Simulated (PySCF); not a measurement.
A calculated (r2SCANh, PySCF 2.14, def2-TZVPPD, no relativity, point nucleus) atom or ion has these occupied shells.

```csv
shell,electrons,orbital energy (eV),"rms radius, mean of both spins (bohr)"
1s α,1,-695.12,0.205
1s β,1,-692.82,0.205
2s α,1,-52.496,1.06
2s β,1,-45.966,1.06
2p α,3,-31.902,1.10
2p β,1,-27.993,1.10
```

**Question.** Name the element and its charge.

**Answer.** F⁺ (fluorine, charge +1), in [He] 2s2 2p4, high-spin 3P determinant.
